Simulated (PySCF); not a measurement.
## From computed data to an observable: chemical shift, span and skew from a shielding tensor

Zn(Br)(Me) (CH3BrZn), SMILES [Zn]([Br])[CH3]. Atoms are numbered in the order given.

```xyz
6

Zn     0.0000     0.0000    -0.8194
Br     0.0000     0.0000     1.4459
C      0.0000     0.0000    -2.7633
H     -0.8935    -0.5159    -3.1476
H      0.8935    -0.5159    -3.1476
H      0.0000     1.0318    -3.1476
```
Charge 0, spin multiplicity 1.

Geometry: B3LYP-D3(BJ)/def2-SVP. The structure was generated by enumeration; whether it is a known compound was not checked.

GIAO shieldings from PBE/pcSseg-1 (PySCF), non-relativistic, no solvent. The symmetric part of the tensor of C3 has the principal values 186.2, 186.2, 199.1 ppm. The same nucleus in TMS has σ = 182.0 ppm at this level (PySCF, at its B3LYP-D3(BJ)/def2-TZVP geometry). Without spin–orbit terms, shifts of atoms bonded to Cl or Br come out too high.

Problem. Work out the isotropic shielding, the ¹³C shift against TMS, the span and the skew.

Solution. 
σ(iso) = (σ11 + σ22 + σ33)/3 = 190.5 ppm. δ = σ(ref) − σ(iso) = 182.0 − (190.5) = -8.5 ppm.
Span Ω = σ33 − σ11 = 12.9 ppm. Skew κ = 3(σ(iso) − σ22)/Ω = 1.00, an axial tensor. Tumbling in solution averages the tensor to δ; in a static solid the shielding alone would spread this spin-1/2 line over Ω.
